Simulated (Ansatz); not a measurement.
Consider the ligand exchange at the Si–O bond: `CC[SiH2]O[SiH3]` + `OBS` → `[SiH3]OBS` + `CC[SiH2]O`.

Program: Ansatz. Geometries: PBE0-D4/def2-TZVP. ΔE: electronic, gas phase. CCSD(T)/CBS is the MP2 limit (def2-TZVPP, def2-QZVPP) plus CCSD(T) − MP2 in def2-TZVPP, frozen cores. Functionals use def2-TZVPP. Each species was taken in one conformer, which may not be the lowest.

```json
{"species": "`CC[SiH2]O[SiH3]`", "PBE-D4 energy (Eh)": "-736.10540"}
{"species": "`OBS`", "PBE-D4 energy (Eh)": "-499.90711"}
{"species": "`[SiH3]OBS`", "PBE-D4 energy (Eh)": "-790.48398"}
{"species": "`CC[SiH2]O`", "PBE-D4 energy (Eh)": "-445.52035"}
```

Work out ΔE.

ΔE = (-790.48398) + (-445.52035) − (-736.10540) − (-499.90711) = 0.00818 Eh = +0.22 eV. CCSD(T)/CBS gives +0.23 eV.

Largest T1 diagnostic among the species: 0.013.
